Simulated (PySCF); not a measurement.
## PbI: frontier orbitals

PBE at R = 2.828 Å; Pb def2-SVP with ECP60, I def2-SVP with ECP28; scalar-relativistic core potentials (PySCF 2.14). State: ²Π (doublet), unpaired electrons π ↑. Only the outer orbitals are listed, counted within each symmetry, core potentials removing the inner ones.

| spin | orbital | occ. | ε (eV) | on Pb (%) | main shells (%) |
| --- | --- | --- | --- | --- | --- |
| α | 7σ | 1 | -16.75 | 8 | 92 I s |
| α | 8σ | 1 | -12.63 | 89 | 89 Pb s |
| α | 9σ | 1 | -6.99 | 31 | 69 I p, 25 Pb p |
| α | 5π | 1 | -6.41 | 10 | 89 I p, 10 Pb p |
| α | 5π | 1 | -6.31 | 11 | 89 I p, 11 Pb p |
| α | 6π | 1 | -3.86 | 89 | 89 Pb p, 10 I p |
| α | 6π | 0 | -3.82 | 90 | 90 Pb p, 10 I p |
| α | 10σ | 0 | -1.91 | 79 | 77 Pb p, 22 I p |
| α | 11σ | 0 | 3.52 | 97 | 87 Pb s |
| β | 7σ | 1 | -16.71 | 7 | 93 I s |
| β | 8σ | 1 | -12.18 | 89 | 88 Pb s |
| β | 9σ | 1 | -6.88 | 29 | 70 I p, 22 Pb p |
| β | 5π | 1 | -6.40 | 8 | 92 I p |
| β | 5π | 1 | -6.18 | 6 | 94 I p |
| β | 6π | 0 | -3.50 | 92 | 92 Pb p |
| β | 6π | 0 | -2.81 | 94 | 94 Pb p |
| β | 10σ | 0 | -1.65 | 81 | 79 Pb p, 19 I p |

Which are the highest filled and the lowest empty level, where do they sit, and how wide is the gap?

Highest filled α 6π at -3.86 eV (in %: 89 Pb p, 10 I p); lowest empty α 6π at -3.82 eV (in %: 90 Pb p, 10 I p); the gap at PBE is 0.04 eV. Both belong to one degenerate shell, split only by its one-sided filling, so this is no excitation gap.

```json
{
 "bond order (Mayer)": "1.22",
 "⟨S²⟩": "0.753",
 "charge on Pb (Mulliken, basis-dependent)": "0.24",
 "charge on Pb (Löwdin, basis-dependent)": "0.10",
 "dipole moment (positive dipole means Pb(−)I(+))": "-2.91 D",
 "polarisability along the bond": "110.7 bohr³",
 "polarisability across the bond": "42.1 bohr³"
}
```

These are scalar-relativistic numbers at best; spin–orbit coupling would shift them, the dissociation energy most. The state is the lowest determinant that a PBE0 search found; another state may lie lower at other levels.
